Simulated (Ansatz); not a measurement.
`NC[SiH2]F` and `NC[SiH2]Cl` differ in one element.

Ansatz, PBE0-D4/def2-TZVP geometries, multiplicity 1. Each molecule was computed in one conformer, which needn't be the lowest.

```tsv
property	`NC[SiH2]F`
zero-point energy (PBE0-D4/def2-TZVP) / kJ/mol	196.0
HOMO–LUMO gap (PBE0/def2-TZVPP) / eV	7.48
size of the dipole moment (ωB97M-V/def2-TZVPP) / D	2.29
size of the dipole moment (PBE/def2-TZVPP) / D	2.32
LUMO energy (PBE/def2-TZVPP) / eV	-0.57
LUMO energy (ωB97M-V/def2-TZVPP) / eV	1.92
```

What does the change do to each property? (An estimate is asked.)

Computed: 
| property | `NC[SiH2]Cl` | shift |
| --- | --- | --- |
| zero-point energy (PBE0-D4/def2-TZVP) / kJ/mol | 193.2 | -2.8 |
| HOMO–LUMO gap (PBE0/def2-TZVPP) / eV | 7.43 | -0.05 |
| size of the dipole moment (ωB97M-V/def2-TZVPP) / D | 2.01 | -0.28 |
| size of the dipole moment (PBE/def2-TZVPP) / D | 1.98 | -0.34 |
| LUMO energy (PBE/def2-TZVPP) / eV | -0.59 | -0.02 |
| LUMO energy (ωB97M-V/def2-TZVPP) / eV | 2.04 | 0.12 |

Dipoles are sizes alone; their direction can turn.
